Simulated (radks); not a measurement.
Results of a calculation; reference values are marked as such.
Q: These are the eigenvalues of the occupied orbitals of an atom or ion with whole-number occupations (eV). Code: a radial shooting solver on a logarithmic mesh with Libxc functionals. Model: Dirac Kohn-Sham, BLYP, spin-unpolarised, spherical densities, point nucleus.

orbital  eigenvalue
1s1/2     -14184.11
2s1/2     -1891.008
2p1/2     -1711.812
2p3/2     -1657.937
3s1/2     -290.4657
3p1/2     -227.2026
3p3/2     -219.2663
3d3/2     -108.9229
3d5/2     -107.6144
4s1/2      -46.7307
4p1/2      -32.0332
4p3/2      -31.2051

Which element is it, and in what charge state? The configuration may be excited. Open shells, if any, are shared by 2j + 1.

A: Z = 36, krypton, charge +2: Kr2+ in [Ar] 3d10 4s1 4p5. The list shows which subshells hold electrons but not how many an open one holds; the 1s level, -521.26 hartree, gives Z - s = 32.3 by -(Z - s)^2/2, which with screening and relativity narrows Z to a few neighbours, and the depths of the outer levels then fix element, charge and occupations together.
